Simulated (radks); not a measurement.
Q: The mean radii <r> (bohr) of the occupied orbitals of an atom or ion are listed with their occupations. Calculated with a radial shooting solver on a logarithmic mesh with Libxc functionals: scalar-relativistic Kohn-Sham, SCAN, spin-polarised, spherical densities, finite nucleus; meta-GGA in the generalised Kohn-Sham scheme; Fermi nuclear charge, rms radius of each element as measured or else 0.836 A^(1/3) + 0.57 fm.

| orbital | occ. | <r> |
|---|---|---|
| 1s up | 1 | 0.01773 |
| 1s down | 1 | 0.01773 |
| 2s up | 1 | 0.07460 |
| 2s down | 1 | 0.07455 |
| 2p up | 3 | 0.06697 |
| 2p down | 3 | 0.06692 |
| 3s up | 1 | 0.1871 |
| 3s down | 1 | 0.1874 |
| 3p up | 3 | 0.1860 |
| 3p down | 3 | 0.1864 |
| 3d up | 5 | 0.1666 |
| 3d down | 2 | 0.1669 |

Name the element and its charge. Open shells, if any, are filled with parallel spins first.

A: Z = 76, osmium, charge +51: Os51+ in [Ar] 3d7. The 1s radius gives Z: for a bare nucleus <r> = (2 gamma + 1)/(2Z) with gamma = sqrt(1 - (Z/c)^2), 0.01753 bohr for Z = 76, and screening makes it slightly larger (0.01773 here). The occupations add up to 25, and the charge is Z minus that.
